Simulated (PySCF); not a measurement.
Coordinates in bohr (charge 0 multiplicity 2):
```
Cu    0.0000    0.0000   -0.5568
O     0.0000    0.0000    2.6376
H    -0.7676    0.0000   -3.5477
H     0.7676    0.0000   -3.5477
```

All numbers come from PySCF, UPBE0, basis Cu def2-TZVP, O def2-TZVP, H def2-TZVP (no relativity, density fitting).

This geometry of H₂CuO is a stationary point at this level.

(1) What is the point group?

(2) Is it a minimum?

(3) Which band is strongest in the infrared?

(4) What are the dipole moment and the gap between the highest occupied and lowest empty levels of either spin?

(5) Give the atomic charges and bond orders.

Results:

(1) C2v.

(2) Yes: all harmonic wavenumbers are real.

(3) 994 cm⁻¹ (a1), 167 km/mol.

(4) 5.57 D and 2.62 eV.

(5) 
| atom | Mulliken | Löwdin | polar tensor | spin (Mulliken) | Mayer order to Cu1 |
| --- | --- | --- | --- | --- | --- |
| Cu1 | 0.36 | 0.16 | 0.21 | 0.26 | – |
| O2 | -0.58 | -0.39 | -0.51 | 0.76 | 1.12 |
| H3,4 | 0.11 | 0.11 | 0.15 | -0.01 | 0.39 |
Other Mayer orders above 0.3: H–H 0.57.

Other isomers or separated fragments may lie lower. Other spin states or occupations of the open shell can lie lower. At this level a doublet minimum of C2v symmetry lies 107 kJ/mol below this structure.
